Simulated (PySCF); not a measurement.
PBE0-D3(BJ)/def2-TZVP geometry optimisation, IEF-PCM water with PySCF 2.14 and geomeTRIC: [Cr(N)Cl4]2-, charge -2, multiplicity 2. Start (model start, shaken):

```
6

Cr    0.0000    0.0045   -0.0041
N    -0.0134   -0.0068    1.4651
Cl    2.1084    0.0201   -0.3790
Cl   -2.1168    0.0073   -0.3663
Cl    0.0016    2.0935   -0.3720
Cl    0.0104   -2.1277   -0.3785
```

```
step  E − E(start) / kcal mol⁻¹  largest force / Eh bohr⁻¹
   0                       0.00                    0.06473
   1                     -20.49                    0.02330
   2                     -20.79                    0.02114
   3                     -24.33                    0.01844
   4                     -26.29                    0.01129
   5                     -23.19                    0.01163
   6                     -26.10                    0.00665
   7                     -26.63                    0.00430
   8                     -26.70                    0.00142
   9                     -26.71                    0.00076
  10                     -26.71                    0.00043
```

The optimisation met its thresholds. End point:

```
6

Cr   -0.0007   -0.0005    0.1081
N     0.0028   -0.0057    1.6125
Cl    2.2745    0.0116   -0.4422
Cl   -2.2805   -0.0139   -0.4252
Cl   -0.0155    2.2736   -0.4381
Cl    0.0097   -2.2741   -0.4498
```

Metal–donor distances, start → end: N2 1.469 → 1.504 Å, Cl3 2.141 → 2.341 Å, Cl4 2.148 → 2.341 Å, Cl5 2.121 → 2.339 Å, Cl6 2.165 → 2.341 Å.

No frequencies were computed, so the end point may be a saddle point.

The job took 24 min on one thread of Intel Xeon Processor @ 2.50GHz (shared host), with 224 basis functions and a peak of 1.4 GiB, launched as `OMP_NUM_THREADS=1 python lf_run.py task.json out`.
